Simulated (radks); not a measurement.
Initial-state core-level shifts of the thallium ion Tl2+ when its valence configuration changes from [Xe] 4f14 5d10 6s1. Method: scalar-relativistic Kohn-Sham, r2SCAN, spin-polarised, spherical densities, finite nucleus; open shells are filled with parallel spins first (spin-orbit coupling, left out, can overturn this in heavy ions); meta-GGA in the generalised Kohn-Sham scheme; Fermi nuclear charge, rms radius 5.4759 fm; computed with a radial shooting solver on a logarithmic mesh with Libxc functionals. Shifts are changes of the shell-averaged eigenvalues in eV (positive: less bound); the change of the density at the nucleus, which sets a Mossbauer isomer shift, is in e/bohr^3, on a base of 2.719e+06.

| valence | 1s | 2s | 3s | 4s | density at nucleus |
|---|---|---|---|---|---|
| 4f13 5d10 6s2 | -18.515 | -20.020 | -21.984 | -19.072 | +503.1 |
| 4f14 5d8 6s1 6p2 | -12.318 | -12.628 | -12.500 | -12.355 | +85.2 |
| 4f14 5d9 6s2 | -4.554 | -4.731 | -4.661 | -4.590 | +313.3 |
| 4f14 5d9 6s1 6p1 | -6.174 | -6.316 | -6.261 | -6.199 | +37.3 |
| 4f13.5 5d8 6s1 6p2.5 | -22.487 | -23.545 | -24.378 | -22.794 | +201.3 |
| 4f14 5d8.5 6s0.5 6p2 | -10.110 | -10.313 | -10.229 | -10.130 | -84.0 |
| 4f14 5d6 6s1 6p4 | -25.207 | -25.909 | -25.568 | -25.192 | +205.3 |
| 4f13 5d9 6s1 6p2 | -26.508 | -28.143 | -30.048 | -27.048 | +265.7 |
| 4f14 5d10 6p1 | -1.833 | -1.788 | -1.802 | -1.809 | -261.9 |
